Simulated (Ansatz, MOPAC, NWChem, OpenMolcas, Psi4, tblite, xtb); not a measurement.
## How methods differ on BNH3ClO (SMILES NB(O)Cl)

The runs start from one conformer, not always the lowest.

BNH3ClO, singlet, SMILES `NB(O)Cl`. Each level relaxes the structure for itself.

Quantity: the zero-point energy at each level's own minimum, in kJ/mol. The values are calculated.

| level | kind | program | value (kJ/mol) |
| --- | --- | --- | --- |
| AM1 | semi-empirical | MOPAC | 124.8 |
| MNDO | semi-empirical | MOPAC | 130.3 |
| GFN2-xTB | semi-empirical | xtb | 117.6 |
| GFN1-xTB | semi-empirical | tblite | 119.2 |
| HF/3-21G | Hartree–Fock | OpenMolcas | 131.5 |
| HF/6-31G* (Cartesian functions) | Hartree–Fock | OpenMolcas | 132.8 |
| BP86/def2-SVP | GGA | NWChem | 119.9 |
| PBE0-D4/def2-TZVP | global hybrid | Ansatz | 125.0 |
| wB97X-D/def2-SVP (density fitting) | range-separated hybrid | Psi4 | 125.2 |

Harmonic and unscaled. The values span 117.6 to 132.8 kJ/mol.
